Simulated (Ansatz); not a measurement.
Wavefunction ladder for C₃H₈BFOS, SMILES `CC(C)OB(F)S`

```xyz
15

C    -0.125   -1.743    0.514
C     0.284   -0.472   -0.193
C    -0.344   -0.330   -1.562
O    -0.133    0.627    0.633
B     0.552    1.781    0.683
F     1.674    1.960   -0.018
S    -0.001    3.170    1.711
H     0.333   -1.800    1.503
H     0.189   -2.615   -0.063
H    -1.210   -1.778    0.634
H     1.375   -0.439   -0.288
H    -0.023    0.595   -2.044
H    -0.052   -1.166   -2.202
H    -1.433   -0.321   -1.480
H    -1.086    2.531    2.173
```

The species carries charge 0 and has multiplicity 1. The geometry is a stationary point of PBE0-D4/def2-TZVP. It is one conformer, not always the lowest. Frozen core, restricted reference, the Gaussian-basis code of Ansatz. CBS rows extrapolate triple and quadruple zeta; past MP2 they add the triple-zeta difference.

```
     basis     HF (Eh)  MP2 corr.  CCSD corr.       (T)  CCSD(T) total
def2-TZVPP  -715.07693   -1.27553    -1.33041  -0.05141     -716.45875
def2-QZVPP           ?   -1.37361           –         –              –
 CBS(def2)           ?          ?           ?     as TZ              ?
```

**Question.** Fill in the withheld values. (Estimate.)

**Answer.** The calculation gave: def2-QZVPP HF (Eh): -715.10268; CBS(def2) HF (Eh): -715.10623; CBS(def2) MP2 corr.: -1.44627; CBS(def2) CCSD corr.: -1.50115; CBS(def2) CCSD(T) total: -716.65879.
